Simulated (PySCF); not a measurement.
Delta-SCF ions had no search for a lower state. Excitations are Tamm–Dancoff values on a coarser integration grid. The basis has no diffuse functions, so Rydberg states are missing or too high.

## C$_{5}$H$_{5}$F, SMILES `CC1=CC(F)=C1` (charge 0, multiplicity 1)

Level of theory: PySCF 2.14.0 with TPSSh-D3(BJ)/def2-TZVP // B3LYP-D3(BJ)/def2-TZVP.

The HOMO comes out as -4.80 eV and the dipole moment is 1.93 D. The LUMO is -1.74 eV and the HOMO–LUMO gap is 3.06 eV. The S1 excitation (TDA) comes out as 3.11 eV. The S1 oscillator strength comes out as 0.002 and the T1 excitation (TDA) is 1.48 eV. The S1–T1 gap (TDA) comes out as 1.63 eV, the vertical ionisation energy (Delta-SCF) comes out as 7.45 eV and the total energy is -7983.29 eV. The cost comes out as very roughly 13 core-minutes.

Bonds (Å): C1–C2 1.472, C1–H7 1.090, C1–H8 1.095, C1–H9 1.095, C2–C3 1.333, C2–C6 1.595, C3–C4 1.550, C3–H10 1.077, C4–F5 1.321, C4–C6 1.326, C6–H11 1.075. Angles (°): C2–C1–H7 111.5, C2–C1–H8 110.5, C2–C1–H9 110.5, H7–C1–H8 108.9, H7–C1–H9 108.9, H8–C1–H9 106.4, C1–C2–C3 137.2, C1–C2–C6 130.6, C3–C2–C6 92.2, C2–C3–C4 87.5, C2–C3–H10 136.5, C4–C3–H10 136.0, C3–C4–F5 130.7, C3–C4–C6 94.5, F5–C4–C6 134.8, C2–C6–C4 85.8, C2–C6–H11 136.2, C4–C6–H11 137.9.
